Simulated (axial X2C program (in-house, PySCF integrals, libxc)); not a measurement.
# LiGe: cheaper levels and CCSD(T), two-component

Computed with an axial X2C code built on PySCF integrals. Two-component (2c) means X2C with spin–orbit coupling and atomic mean-field two-electron Coulomb and Gaunt terms. Basis: Ge dyall-cv3z [9s9p7d4f1g], Li dyall-cv3z [7s8p2d] (cores contracted in-house); Gaussian nuclei, density fitting, unrestricted open shells. Masses: Ge 73.921 u, Li 7.016 u.

State: Ω = 3/2 (⟨Sz⟩ = 1.50, ⟨Lz⟩ = 0.00 at HF); fragments Ge + Li.

```csv
level,Re (Å),ωe (cm⁻¹)
PBE0,2.396,403.3
HF,2.430,399.4
MP2,2.404,409.2
CCSD,2.409,406.8
B3LYP,2.401,393.9
```

Correlated methods: 15 electrons correlated (number of frozen shells: Ge 3 s, 2 p; Li 1 s), 209 virtual spin orbitals or spinors in MP2, 90 natural virtuals in coupled cluster.

CCSD(T), same Hamiltonian and basis:

Re = 2.410 Å, ωe = 405.8 cm⁻¹; T1 = 0.011 (Lee–Taylor normalisation).

**Question.** Give the differences from CCSD(T) in the columns below.

**Answer.** 

| level | ΔRe (Å) | Δωe (cm⁻¹) |
| --- | --- | --- |
| PBE0 | -0.014 | -2 |
| HF | 0.020 | -6 |
| MP2 | -0.006 | 3 |
| CCSD | -0.001 | 1 |
| B3LYP | -0.009 | -12 |

Occupations by symmetry block were frozen at the best pattern of an incomplete PBE0 search. De is not given where an atomic determinant may have missed its ground term or J level, or where the truncated virtual space spoils (T). Density functionals use the spin component along the axis (collinear). Coupled cluster ran in a truncated set of natural virtual spinors; the MP2 energy of the rest was added. (T) has no such correction and the atoms are truncated less, which lowers De at CCSD(T) by a hundredth of an eV or more. PBE0 can misorder states that lie within some tenths of an eV, so this need not be the ground state of the molecule. The nearest other 2c determinant of the search, Ω = 1/2, lies 0.59 eV up at the distance of the search. The functionals have no current-density term, which raises determinants with orbital currents, atoms included. With several unpaired electrons one determinant need not be a pure state. This is the top spin component of a Σ state; components of lower Ω are not single determinants and can lie lower.
